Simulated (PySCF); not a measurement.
Al(H)(OH)(nPr) (C3H9AlO), SMILES [AlH]([CH2]CC)[OH]. Atoms are numbered in the order given.

```xyz
14

Al    -0.4402     1.2038     0.5767
H     -2.0060     1.3190     0.8253
O      0.5675     2.5083     1.0358
H      0.2734     3.3297     1.4397
C      0.4377    -0.3464    -0.2328
C     -0.4682    -1.5372    -0.5872
C      0.2820    -2.7096    -1.2213
H      1.2450    -0.6727     0.4515
H      0.9717     0.0054    -1.1374
H     -0.9929    -1.8915     0.3189
H     -1.2696    -1.2072    -1.2734
H      0.7825    -2.4000    -2.1541
H     -0.3934    -3.5467    -1.4636
H      1.0626    -3.0924    -0.5426
```
Charge 0, spin multiplicity 1.

The structure is a stationary point at B3LYP-D3(BJ)/def2-SVP. The structure was generated by enumeration; whether it is a known compound was not checked. The values are those of a single conformer.

Method: C-PCM-M06-2X/def2-SVP (PySCF 2.14.0).

The values are the electrostatic part of the solvation free energy, E(continuum) − E(gas) at the gas-phase geometry, in a cavity of scaled van der Waals radii (PySCF's table); cavitation and dispersion terms are not included. A continuum can't describe solvent molecules that bind to the metal. In vacuum the orbital gap is 8.87 eV. The dipole moment in vacuum is 0.70 D.

```tsv
solvent	ε	ΔG(elec) (kcal/mol)	dipole (D)	gap (eV)
water	78.36	-6.1	0.87	9.14
toluene	2.37	-3.5	0.79	9.02
chlorobenzene	5.70	___	___	___
```

Question: What belongs in the gaps? (Estimate from the structure and the level; the computed values follow.)

Answer: 
- chlorobenzene, ΔG(elec) (kcal/mol): -5.0
- chlorobenzene, dipole (D): 0.83
- chlorobenzene, gap (eV): 9.09
